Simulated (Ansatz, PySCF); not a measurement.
This PySCF input computes a CCSD(T)/cc-pVDZ energy:

```python
from pyscf import gto, scf, mp, cc as ccmod

mol = gto.M(
    atom='''
    B     0.04080847   -0.05580682    0.09112762
    H    -1.00450769    0.19862766   -0.59340311
    H     0.45813034   -0.62650713    1.02303099
    H     0.34233501    0.70691356   -0.88526598
    ''',
    basis='cc-pvdz',
    charge=1,
    spin=1,
    verbose=4,
)

mf = scf.UHF(mol)
mf.conv_tol = 1e-10
mf.max_cycle = 100
mf.kernel()
mo, _, stable, _ = mf.stability(return_status=True)
if not stable:
    mf.kernel(mf.make_rdm1(mo, mf.mo_occ))
mp2 = mp.MP2(mf, frozen=1).run()
cc = ccmod.CCSD(mf, frozen=1)
cc.max_cycle = 100
cc.kernel()
et = cc.ccsd_t()
print(f'E(CCSD(T)) = {cc.e_tot + et:.9f}')
```

**Question.** Write an input for the same energy in Ansatz (an electronic-structure program) and say what it gives.

**Answer.** 
Ansatz 0.2 input:
```yaml
crystal:
  periodic: [false, false, false]
  atoms:
    - {symbol: B, position_ang: [0.04080847, -0.05580682, 0.09112762]}
    - {symbol: H, position_ang: [-1.00450769, 0.19862766, -0.59340311]}
    - {symbol: H, position_ang: [0.45813034, -0.62650713, 1.02303099]}
    - {symbol: H, position_ang: [0.34233501, 0.70691356, -0.88526598]}
basis:
  gaussian:
    orbitals: cc-pVDZ
total_charge: 1
magnetization: {spin_polarized: true, initial_magnetization: 1}
correlation: {method: ccsd_t, electrons: outside_noble_gas}
```
It gives -26.07029 Eh, and PySCF -26.07029 Eh, a difference of 0.00 mEh.
